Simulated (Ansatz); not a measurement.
## Nudged elastic band run: C₄H₅Br

Input file:

```yaml
crystal:
  periodic: [false, false, false]
  atoms:
    - { symbol: C, position_ang: [-0.647321, -1.301903, 1.245696] }
    - { symbol: C, position_ang: [-0.177038, -0.775958, 0.105571] }
    - { symbol: C, position_ang: [0.156917, 0.626996, -0.06266] }
    - { symbol: C, position_ang: [0.621645, 1.129104, -1.214754] }
    - { symbol: Br, position_ang: [1.052285, 2.93396, -1.454073] }
    - { symbol: H, position_ang: [-0.886221, -2.364851, 1.324881] }
    - { symbol: H, position_ang: [-0.806666, -0.684249, 2.134811] }
    - { symbol: H, position_ang: [-0.029999, -1.424901, -0.765836] }
    - { symbol: H, position_ang: [0.015599, 1.290429, 0.79733] }
    - { symbol: H, position_ang: [0.783899, 0.520274, -2.107866] }
basis:
  gaussian: { orbitals: def2-SVP }
hamiltonian:
  xc: pbe0
  dispersion: d4
neb:
  order_check: false
  images: 9
  f_tol: 0.03
  max_iterations: 45
  initial_path: linear
  final_atoms:
    - { symbol: C, position_ang: [-0.93289565, -1.18243915, 0.71423672] }
    - { symbol: C, position_ang: [0.33990301, -0.83956984, 0.47751011] }
    - { symbol: C, position_ang: [0.8000392, 0.44399511, -0.05353613] }
    - { symbol: C, position_ang: [0.09283294, 1.19890022, -0.90269095] }
    - { symbol: Br, position_ang: [0.68182757, 2.86009641, -1.53770867] }
    - { symbol: H, position_ang: [-1.18907716, -2.17561632, 1.09047802] }
    - { symbol: H, position_ang: [-1.7573628, -0.48038525, 0.55768199] }
    - { symbol: H, position_ang: [1.13106566, -1.56225395, 0.70997347] }
    - { symbol: H, position_ang: [1.79524579, 0.78460949, 0.2515074] }
    - { symbol: H, position_ang: [-0.87847856, 0.90156427, -1.30435197] }
```

Launched with:

```bash
$ ansatz run input.yaml --threads 2 --pin off --max-ram 3072MiB --backend cpu --events-out ev --progress --plain --runs-dir out
```

Output, in part (warnings, iteration lines, the closing report on the highest movable image, with atoms numbered from 0):

```
NEB end point (image 0): max|allowed force component| = 1.094e-2 eV/Å (the criterion of neb.relax_end_points is 1.000e-2)
NEB end point (image 10): max|allowed force component| = 4.445e-3 eV/Å (the criterion of neb.relax_end_points is 1.000e-2)
NEB iter   1: max|band force component| = 1.168e1 eV/Å  barrier→ = 7.3545 eV  barrier← = 7.2171 eV  Δτ_max = 0.2000 Å  (288 SCF iters)
NEB iter   2: max|band force component| = 2.658e0 eV/Å  barrier→ = 0.9877 eV  barrier← = 0.8502 eV  Δτ_max = 0.0751 Å  (268 SCF iters)
NEB iter   3: max|band force component| = 1.117e0 eV/Å  barrier→ = 0.4708 eV  barrier← = 0.3333 eV  Δτ_max = 0.1610 Å  (276 SCF iters)
NEB iter   4: max|band force component| = 9.445e-1 eV/Å  barrier→ = 0.3535 eV  barrier← = 0.2160 eV  Δτ_max = 0.1427 Å  (271 SCF iters)
NEB iter   5: max|band force component| = 3.296e-1 eV/Å  barrier→ = 0.3274 eV  barrier← = 0.1899 eV  CI = image 5  Δτ_max = 0.0913 Å  (270 SCF iters)
NEB iter   6: max|band force component| = 1.981e-1 eV/Å  barrier→ = 0.3193 eV  barrier← = 0.1818 eV  CI = image 5  Δτ_max = 0.0223 Å  (270 SCF iters)
NEB iter   7: max|band force component| = 1.112e-1 eV/Å  barrier→ = 0.3185 eV  barrier← = 0.1810 eV  CI = image 5  Δτ_max = 0.0104 Å  (252 SCF iters)
NEB iter   8: max|band force component| = 4.518e-2 eV/Å  barrier→ = 0.3182 eV  barrier← = 0.1807 eV  CI = image 5  Δτ_max = 0.0025 Å  (219 SCF iters)
NEB iter   9: max|band force component| = 1.186e-2 eV/Å  barrier→ = 0.3182 eV  barrier← = 0.1807 eV  CI = image 5  Δτ_max = 0.0000 Å  (435 SCF iters)
Total energy: -74249.71200451 eV, -2728.6265879032 hartree
Atom 0 at    -0.831200    -1.352368     0.867167 Å, force     0.000731    -0.008178    -0.001491 eV/Å
Atom 1 at     0.213492    -0.876378     0.187816 Å, force    -0.000126     0.004298    -0.002181 eV/Å
Atom 2 at     0.554600     0.560728     0.078966 Å, force     0.000948    -0.001426     0.005927 eV/Å
Atom 3 at     0.270891     1.287315    -1.001620 Å, force     0.001637     0.007935    -0.003570 eV/Å
Atom 4 at     0.709052     3.106589    -1.167156 Å, force    -0.001226    -0.003529     0.000519 eV/Å
Atom 5 at    -1.025295    -2.426756     0.924549 Å, force    -0.001379     0.000060     0.000823 eV/Å
Atom 6 at    -1.528493    -0.687805     1.386200 Å, force    -0.000535     0.004731     0.001019 eV/Å
Atom 7 at     0.888494    -1.581055    -0.316308 Å, force     0.001054    -0.001795    -0.000827 eV/Å
Atom 8 at     1.073456     1.033993     0.921953 Å, force     0.000293     0.000667     0.000488 eV/Å
Atom 9 at    -0.241896     0.884638    -1.878467 Å, force    -0.001397    -0.002763    -0.000707 eV/Å
Dipole moment:    -0.058545    -0.302160     0.067722 e Å
```

The run converged. Another band between the same ends (9 images) ends at a top of the same energy, where a vibrational analysis finds 1 clearly imaginary mode.

Final band (atoms are numbered from 1 in the order of the input):

```
image  path coordinate (Å)  energy (kcal/mol)  dihedral H8–C2–C3–H9 (°)
    0                 0.00                0.0                       180
    1                 0.47                0.7                      -166
    2                 0.94                2.6                      -151
    3                 1.40                4.9                      -135
    4                 1.87                6.7                      -117
    5                 2.34                7.3                       -99
    6                 2.74                6.9                       -84
    7                 3.14                5.8                       -70
    8                 3.54                4.5                       -56
    9                 3.94                3.5                       -42
   10                 4.33                3.2                       -29
```

Time of the run: 3.9 min on 2 threads of Arm Neoverse V2 (shared host), peak memory 0.27 GiB.
